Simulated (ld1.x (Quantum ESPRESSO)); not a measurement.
**Transferability test, TM potential for Pd (Z = 46)**

Pd, norm-conserving Troullier–Martins (Kleinman–Bylander form), made with ld1.x (Quantum ESPRESSO) 7.5 (LDA (PZ), fully relativistic). Core [Ar] 3d10, reference 4s2 4p6 4d10 5s0 5p0. Waves: 4p (bound): rc 1.35 bohr; 4d (bound): rc 2.15 bohr; 4f channel at -0.2 Ry: rc 2.00 bohr; 4s (bound): rc 0.90 bohr. Local part: the s channel. Core correction: none.

Open shells are filled in proportion to 2j + 1 (rel_dist='average').

Energies are relative to the spin-unpolarised reference configuration 4s2 4p6 4d10 5s0 5p0; without spin polarisation the order of configurations can differ from experiment.

| valence configuration | charge | ΔE all-electron (eV) | error AE − PS (meV) |
| --- | --- | --- | --- |
| 4s2 4p6 4d9 5s0 5p0 | +1 | 9.393 | -1.6 |
| 4s2 4p6 4d8 5s0 5p0 | +2 | 30.475 | -0.1 |
| 4s2 4p6 4d9.5 5s0 5p0 | +0.5 | 3.372 | -0.5 |
| 4s2 4p6 4d8 5s1 5p0 | +1 | 13.801 | +129 |
| 4s1 4p6 4d10 5s0 5p0 | +1 | 91.675 | -111 |

**Question.** What are ΔE and the potential's error for 4s2 4p6 4d9 5s0 5p1?

**Answer.** ΔE = 5.317 eV all-electron; the error (AE − PS) is +50 meV.

**Question.** What are ΔE and the potential's error for 4s2 4p6 4d7 5s0 5p0?

**Answer.** ΔE = 65.067 eV all-electron; the error (AE − PS) is +31 meV.

Levels in the configuration 4s2 4p6 4d9.5 5s0 5p0:

```csv
level,all-electron (eV),pseudo (eV)
4s j=1/2,-90.702,-90.708
4p j=1/2,-59.724,-59.728
4p j=3/2,-55.218,-55.222
4d j=3/2,-9.565,-9.567
4d j=5/2,-9.104,-9.106
```

A Bessel basis up to 400 Ry misses an occupied level by 0.03 Ry, so cutoffs and ghosts were not judged.
